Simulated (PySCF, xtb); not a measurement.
Si(CCH)(Cl)2(Me) (C3H4Cl2Si), SMILES [Si](C)(C#C)(Cl)Cl.

Harmonic wavenumbers (cm⁻¹) from GFN2-xTB (xtb) at its own minimum, in rising order: 87, 97, 102, 145, 154, 181, 288, 293, 415, 499, 664, 684, 685, 763, 840, 842, 1377, 1468, 1472, 2208, 3032, 3047, 3050, 3357.

Q: What does PBE0-D3(BJ)/def2-SVP run with PySCF 2.14.0 give at its own minimum? (An estimate is asked for; the answer gives what the named calculation found.)

A: 107, 115, 164, 180, 189, 219, 344, 353, 475, 591, 655, 753, 755, 767, 806, 818, 1268, 1418, 1419, 2173, 3065, 3178, 3182, 3473. Paired by order, the mean absolute difference is 56 cm⁻¹ and the zero-point energies are 36.8 and 37.8 kcal/mol.
